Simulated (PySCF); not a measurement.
**Correlation energy of Mn²⁺ (manganese, charge +2)**

[Ar] 3d4 4p1, one real determinant (an excited configuration). Calculation: PySCF 2.14, in aug-cc-pwCVTZ-DK (10s9p7d4f3g, 127 functions); the spin-free X2C one-electron Hamiltonian (Gaussian nucleus). Frozen: [Ar]; 5 electrons correlated.

MP2 pair energies summed by pair of shells (mhartree):

```csv
pair,energy,share (%)
3d-3d,-43.64,82.6
3d-4p,-9.22,17.4
```

Total MP2 correlation energy: -52.86 mhartree.

Same-spin part -52.86 and opposite-spin part 0.00 mhartree; SCS-MP2 scales them by 1/3 and 6/5 to -17.62 mhartree.

The reference is one real determinant that mixes LS terms of this configuration.
